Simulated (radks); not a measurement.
Task: The mean radii <r> (bohr) of the occupied orbitals of an atom or ion are listed with their occupations. Calculated with a radial shooting solver on a logarithmic mesh with Libxc functionals: Dirac Kohn-Sham, exchange-only PBE, spin-unpolarised, spherical densities, finite nucleus; Fermi nuclear charge, rms radius of each element as measured or else 0.836 A^(1/3) + 0.57 fm.

orbital  occ.      <r>
1s1/2       2  0.04149
2s1/2       2   0.1818
2p1/2       2   0.1560
2p3/2       4   0.1599
3s1/2       2   0.4678
3p1/2       2   0.4550
3p3/2       3   0.4615

Name the element and its charge. Open shells, if any, fill j = l - 1/2 first.

Result: Z = 36, krypton, charge +19: Kr19+ in [Ne] 3s2 3p5. The 1s radius gives Z: for a bare nucleus <r> = (2 gamma + 1)/(2Z) with gamma = sqrt(1 - (Z/c)^2), 0.04069 bohr for Z = 36, and screening makes it slightly larger (0.04149 here). The occupations add up to 17, and the charge is Z minus that.
